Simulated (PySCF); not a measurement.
Core-level binding energies of cis-Si(PH3)2Cl4

Species: cis-Si(PH3)2Cl4.
Bonds: Si1–P2, Si1–Cl6, Si1–P7, Si1–Cl11, Si1–Cl12, Si1–Cl13. Hydrogens: H3, H4, H5 on P2; H8, H9, H10 on P7.

Computed with delta-SCF UKS SCAN, pcX-2 on the ionised atom, pcseg-1 elsewhere, spin-free X2C (PySCF 2.14.0). Vertical ΔSCF values, vacuum level as zero.

Problem. What binding energy does each computed site have?

Solution. 
```tsv
atom(s)	environment	level	binding energy (eV)	2p1/2 (eV)	above the level's lowest (eV)	count
Si1	silicon bonded to 4 Cl and 2 P	Si 2p3/2	109.19	109.81	0.00	1
P2/P7	phosphorus bonded to Si and 3 H	P 2p3/2	138.11	139.00	0.00	2
Cl12/Cl13	chlorine bonded to Si	Cl 2p3/2	205.08	206.73	0.00	2
Cl6/Cl11	chlorine bonded to Si	Cl 2p3/2	205.20	206.86	+0.12	2
Si1	silicon bonded to 4 Cl and 2 P	Si 1s	1849.58	–	0.00	1
P2/P7	phosphorus bonded to Si and 3 H	P 1s	2151.69	–	0.00	2
Cl12/Cl13	chlorine bonded to Si	Cl 1s	2827.63	–	0.00	2
Cl6/Cl11	chlorine bonded to Si	Cl 1s	2827.78	–	+0.15	2
```

The 2 Cl 1s values lie within 0.15 eV of each other; Gaussian lines of 0.5 eV full width would blend them into one maximum.

The 2 Cl 2p3/2 values lie within 0.12 eV of each other.

Problem. Which effective nuclear charge Zeff reproduces each element's mean 1s value in the hydrogen-like formula E = 13.606 eV × Zeff²?

Solution. Si (Z = 14): mean 1849.6 eV, Zeff = 11.66, Z − Zeff = 2.34; P (Z = 15): mean 2151.7 eV, Zeff = 12.58, Z − Zeff = 2.42; Cl (Z = 17): mean 2827.7 eV, Zeff = 14.42, Z − Zeff = 2.58. Means run over the listed sites, weighted by atom count.

Problem. Which photon energy gives electrons from Cl 2p3/2 of Cl6/Cl11 a kinetic energy of 50 eV, and what is their de Broglie wavelength?

Solution. hν = 205.20 + 50 = 255.20 eV, recoil neglected; λ = 12.264 Å/√(E/eV) = 1.73 Å.

The first atom of each set that the bonding makes equivalent was ionised and stands for the set. Spin–orbit coupling isn't in the SCF: each 2p doublet comes from a relaxed spin-free hole plus a matrix of the shell (mean-field spin–orbit coupling and the ground-state 2p splitting), with 2p3/2 averaged over its two sublevels. 2p1/2 minus 2p3/2 (ligand field included): Si 0.63 eV, P 0.89 eV, Cl 1.65 eV. Isolated species at its PBE0-D3(BJ)/def2-SVP geometry, gas phase.

Time: 36 s of wall time; peak memory 0.78 GiB. Hardware: AMD EPYC 9B45, one thread, no GPU, shared host with 96 logical CPUs at a one-minute load of 20.
